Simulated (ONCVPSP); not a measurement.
What one change does to a pseudopotential (gadolinium (Gd), ONCV)

```
Element                 : Gd
Generator               : ONCVPSP 4.0.1
Type                    : optimised norm-conserving Vanderbilt (ONCV)
Functional              : PBE
Relativity              : scalar-relativistic
Frozen core             : [Kr] 4d10 4f7
Valence charge          : 11
Reference configuration : 5s2 5p6 5d1 6s1 6p1
Partial waves           : 5s+6s: rc 2.20 bohr, ncon 3, nbas 6, qcut 5.5 1/bohr, 2 projectors; 5p+6p: rc 3.10 bohr, ncon 4, nbas 8, qcut 4.7 1/bohr, 2 projectors; 5d: rc 2.25 bohr, ncon 4, nbas 9, qcut 4.6 1/bohr, 1 projector
Local potential         : polynomial inside 2.15 bohr (lpopt 5, dvloc0 0 Ha)
Core correction         : Teter function, fcfact 3, rcfact 1.55
```

All-electron outer shells of the reference configuration (PBE, scalar-relativistic, ld1.x):

| shell | level (eV) | outermost node (bohr) | outermost maximum (bohr) |
| --- | --- | --- | --- |
| 4d | -149.01 | 0.27 | 0.56 |
| 5s | -51.05 | 0.65 | 1.20 |
| 5p | -28.56 | 0.70 | 1.35 |
| 4f | -9.99 | – | 0.56 |
| 6s | -4.86 | 1.60 | 3.33 |
| 5d | -3.55 | 0.79 | 1.92 |
| 6p | -1.91 | 1.92 | 4.50 |

Change: s: qcut 3.8.

Cutoffs: the cutoffs (Ha) at which the residual kinetic energy of the hardest occupied pseudo-wave falls to 1 and 0.1 mHa per electron; they do not see the model core or the augmentation charge, which bear on the density cutoff. Errors are all-electron minus pseudo energies relative to the spin-unpolarised reference configuration.

Question: How do hardness, ghosts and transferability respond?

Answer: The potential gets neither clearly harder nor softer (10 Ha and 12 Ha → 8.2 Ha and 15 Ha); the d channel sets the loose cutoff, while the largest relative change is in s, which becomes softer; of the 3 tests that both files solve, the error grows in 0 and shrinks in 1 by more than 15 % and 0.3 meV (median size 0.5 → 0.5 meV); the range in which the s phases agree widens (upper end 2.4 → 4.2); neither file shows a bound ghost.

```tsv
quantity	base	changed
cutoff, loose	10 Ha	8.2 Ha
cutoff, tight	12 Ha	15 Ha
loose cutoff by channel	s 10 Ha, p 6.9 Ha, d 8.2 Ha	s 4.9 Ha, p 6.9 Ha, d 8.2 Ha
bound ghosts	none	none
GHOST(+) flags under 300 eV	none	s at 132.8 eV
tests counted as reliable (solved cleanly; for ONCVPSP, near-neutral configurations with less than one 5d electron left out)	3 of 4	3 of 4
error for 5s2 5p6 5d1 6s2 6p0, meV [ΔE -2.87 eV]	+0.3	-0.4
error for 5s2 5p6 5d1 6s1 6p0, meV [ΔE 3.78 eV]	+0.5	+0.5
error for 5s2 5p6 5d1 6s0 6p0, meV [ΔE 15.88 eV]	+4.8	+3.5
s: phases at 2.23 bohr within 0.05 rad from the reference energy up to (Ha; the scan ends near 5)	2.4	4.2
p: phases at 3.14 bohr within 0.05 rad from the reference energy up to (Ha; the scan ends near 5)	2.4	2.4
d: phases at 2.29 bohr within 0.05 rad from the reference energy up to (Ha; the scan ends near 5)	to the end of the scan	to the end of the scan
rms error of d²Exc/dni dnj with the model core, mHa	0.52	0.70
```

Base: Tests not counted: 5s2 5p6 5d0 6s2 6p0 (all-electron energy unsafe for a near-neutral lanthanide with less than one 5d electron, printed error -20 meV). Changed file: Tests not counted: 5s2 5p6 5d0 6s2 6p0 (all-electron energy unsafe for a near-neutral lanthanide with less than one 5d electron, printed error -24 meV).
